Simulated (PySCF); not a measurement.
## Diatomic cations of Si with the second period

CCSD(T) with double-zeta basis sets in PySCF, for the lowest determinant that a PBE0 search found; no spin–orbit coupling. De refers to high-spin ground-configuration atoms (the charge goes to the atom of lower measured ionisation energy or higher electron affinity, which is not always the lowest computed limit).

```json
{"M": "Li", "basis": "6-31G(d,p)", "reference, frozen orbitals": "UHF, 5", "charged atom": "Li+", "state (unpaired electrons)": "triplet (σ ↑, π ↑)", "Re (Å)": "2.768", "ωe (cm⁻¹)": "286", "De (eV)": "0.77"}
{"M": "Be", "basis": "def2-SVPD", "reference, frozen orbitals": "UHF, 5", "charged atom": "Si+", "state (unpaired electrons)": "doublet (π ↑)", "Re (Å)": "2.382", "ωe (cm⁻¹)": "386", "De (eV)": "1.48"}
{"M": "B", "basis": "6-31G(d,p)", "reference, frozen orbitals": "UHF, 6", "charged atom": "Si+", "state (unpaired electrons)": "triplet (σ ↑, π ↑)", "Re (Å)": "2.120", "ωe (cm⁻¹)": "515", "De (eV)": "2.34"}
{"M": "C", "basis": "def2-SVP", "reference, frozen orbitals": "UHF, 6", "charged atom": "Si+", "state (unpaired electrons)": "quartet (σ ↑, π ↑↑)", "Re (Å)": "1.825", "ωe (cm⁻¹)": "853", "De (eV)": "3.30"}
{"M": "N", "basis": "def2-SVP", "reference, frozen orbitals": "UHF, 6", "charged atom": "Si+", "state (unpaired electrons)": "triplet (π ↑↑)", "Re (Å)": "1.806", "ωe (cm⁻¹)": "763", "De (eV)": "1.90"}
{"M": "F", "basis": "6-31G(d,p)", "reference, frozen orbitals": "RHF, 6", "charged atom": "Si+", "state (unpaired electrons)": "singlet (closed shell)", "Re (Å)": "1.561", "ωe (cm⁻¹)": "1044", "De (eV)": "6.41"}
```

The shortest bond is that of SiF⁺ (1.561 Å), the longest that of LiSi⁺ (2.768 Å). SiF⁺ is bound most strongly (6.41 eV) and LiSi⁺ least (0.77 eV).

The rows differ in basis set, which adds steps of its own.

The state changes along the series, so neighbouring rows are not always alike in their bonding.

Correlated steps freeze the inner cores (5 to 6 orbitals); shallow outer-core shells are correlated. Correlated levels converge slowly with the basis: in double zeta they bind strong bonds too weakly, by up to about 1 eV, and carry superposition errors of some tenths. For an ion De counts to the pair picked by the measured ionisation energies or electron affinities, which need not be the lowest pair at this level. Where the molecule has an RHF reference, its open-shell atoms are computed with UHF. The CCSD T1 diagnostic is raised in SiC⁺, SiF⁺, a sign that a single reference may not be enough there. States were picked by a PBE0 search and need not be the measured ground states.
